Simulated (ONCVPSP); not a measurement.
bismuth, ONCV: configuration errors across variants

- Element: Bi
- Generator: ONCVPSP 4.0.1
- Type: optimised norm-conserving Vanderbilt (ONCV)
- Functional: PBE
- Relativity: scalar-relativistic
- Frozen core: [Kr] 4d10 4f14
- Valence charge: 23
- Reference configuration: 5s2 5p6 5d10 6s2 6p3
- Partial waves: 5s+6s: rc 1.30 bohr, ncon 3, nbas 6, qcut 8.7 1/bohr, 2 projectors; 5p+6p: rc 1.25 bohr, ncon 3, nbas 7, qcut 9.4 1/bohr, 2 projectors; 5d: rc 1.60 bohr, ncon 3, nbas 8, qcut 7.7 1/bohr, 1 projector
- Local potential: polynomial inside 1.10 bohr (lpopt 5, dvloc0 6 Ha)
- Core correction: Teter function, fcfact 3.25, rcfact 1.55

All-electron excitation energies from the reference (eV): (1) 5s2 5p6 5d10 6s2 6p2 7.913; (2) 5s2 5p6 5d10 6s2 6p1 23.161; (3) 5s2 5p6 5d10 6s2 6p0 46.503; (4) 5s2 5p6 5d10 6s1 6p0 91.909.

1 further variants failed, have other tests or another functional or relativity, and are left out.

A true bound ghost makes a file unfit for plane-wave use even where its test errors are small: the radial tests pick states by their node count and pass the ghost by.

Errors AE − PS in meV (a dash: test not solved or not reliable):

| change | (1) | (2) | (3) | (4) | bound ghosts | GHOST(+) flags above zero |
| --- | --- | --- | --- | --- | --- | --- |
| base | -3.1 | -10.0 | -22 | -50 | none | s |
| s: qcut 5.3 | -3.1 | -9.9 | -21 | -54 | none | s |
| core correction Teter function, fcfact 3.25, rcfact 1.38 | -3.1 | -9.8 | -21 | -46 | none | s |
| s: qcut 8.9; p: qcut 9.6; d: qcut 7.9 | -3.1 | -9.9 | -22 | -48 | none | s |
| local potential polynomial inside 1.10 bohr (lpopt 5, dvloc0 0 Ha) | -3.2 | -10 | -22 | -49 | none | s |
| s: ncon 4, nbas 7 | -3.1 | -10.0 | -22 | -50 | s | none |
| core correction Teter function, fcfact 5.4, rcfact 1.55 | -3.1 | -10 | -23 | -53 | none | s |
| core correction none | -3.1 | -9.7 | -21 | -43 | none | s |
| s: rc 1; local potential polynomial inside 1.00 bohr (lpopt 5, dvloc0 6 Ha) | -3.2 | -10 | -23 | -46 | none | s |

Task: Give the same row for: local potential polynomial inside 0.85 bohr (lpopt 5, dvloc0 0 Ha).

Result: -3.2, -10, -22, -49; bound ghosts: s; GHOST(+) flags above zero: p.
